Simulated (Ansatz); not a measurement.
`O=CB([SiH3])[AsH2]` + CH₃OH → `CO[AsH2]` + `O=CB[SiH3]` at 400 K and 1 bar (cleavage of the As–B bond).

Program: Ansatz. Geometries: PBE0-D4/def2-TZVP. ΔE: electronic, gas phase. CCSD(T)/CBS is the MP2 limit (def2-TZVPP, def2-QZVPP) plus CCSD(T) − MP2 in def2-TZVPP, frozen cores. This one scheme is used for every species. For As outer-core shells are correlated without core-valence functions, which leaves a few kJ/mol of doubt a bond. Scalar relativity is left out up to krypton. One conformer a species, not always the lowest.

```json
{"species": "`O=CB([SiH3])[AsH2]`", "CCSD(T)/CBS energy (Eh)": "-2665.66144", "H − E (kJ/mol)": "203.7", "S (J/(mol·K))": "433.5"}
{"species": "CH₃OH", "CCSD(T)/CBS energy (Eh)": "-115.61712", "H − E (kJ/mol)": "151.2", "S (J/(mol·K))": "252.6"}
{"species": "`CO[AsH2]`", "CCSD(T)/CBS energy (Eh)": "-2351.21577", "H − E (kJ/mol)": "174.4", "S (J/(mol·K))": "318.6"}
{"species": "`O=CB[SiH3]`", "CCSD(T)/CBS energy (Eh)": "-430.03905", "H − E (kJ/mol)": "173.7", "S (J/(mol·K))": "358.8"}
```

H − E and S are ideal-gas, rigid-rotor, harmonic terms from PBE0-D4/def2-TZVP, for one conformer and one mirror image of each species. 1 Eh = 2625.50 kJ/mol, R = 8.31446 J/(mol·K).

**Question.** By hand: ΔE, ΔH, ΔS and ΔG.

**Answer.** ΔE = (-2351.21577) + (-430.03905) − (-2665.66144) − (-115.61712) = 0.02374 Eh = 62.3 kJ/mol. Δ(H − E) = 174.4 + 173.7 − 203.7 − 151.2 = -6.8, so ΔH = 55.5 kJ/mol. ΔS = 318.6 + 358.8 − 433.5 − 252.6 = -8.7 J/(mol·K). ΔG = 55.5 − 400 × (-8.7)/1000 = 59.0 kJ/mol.

**Question.** By hand: the equilibrium constant, and the temperature at which ΔG would vanish if ΔH and ΔS stayed fixed.

**Answer.** log₁₀ K = −ΔG/(RT ln 10) = -7.7. ΔH and −TΔS have one sign here, so there is no such temperature.

The number of gas molecules stays the same, so ΔS is small and ΔH decides. A doubt of 5 kJ/mol in ΔE shifts log₁₀ K by 0.7 here. Other conformers and mirror images would add mixing entropy, several J/(mol·K) or more a flexible species. These are equilibria of isolated gas molecules and say nothing of rates. Largest T1 diagnostic: 0.021 (customary marks: 0.02 for closed shells, 0.045 for open ones).

ΔS is within the doubt of such terms, so its sign, and with it that verdict, could turn.
